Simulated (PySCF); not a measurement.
O₂Se, charge +1, multiplicity 2. Atoms are numbered in the order given.

```xyz
3

O      0.0000    -1.4158     0.5185
Se     0.0000     0.0000    -0.2440
O      0.0000     1.4158     0.5185
```
Charge +1, spin multiplicity 2.

Geometry optimised at r2SCAN-D4/def2-TZVP. The multiplicity is an assumed one; other spin states were not compared.

Calculation: PySCF with PBE/def2-TZVPD.

Mulliken values depend strongly on the basis, most of all with diffuse functions as here. ESP charges are fitted to the potential on shells at 1.4 to 2.0 van der Waals radii. Atomic charges (e):

| atom | meta-Löwdin | ESP fit | Mulliken | Mulliken spin |
|---|---|---|---|---|
| O1 | -0.32 | -0.04 | -0.11 | 0.43 |
| Se2 | 1.65 | 1.07 | 1.21 | 0.14 |
| O3 | -0.32 | -0.04 | -0.11 | 0.43 |
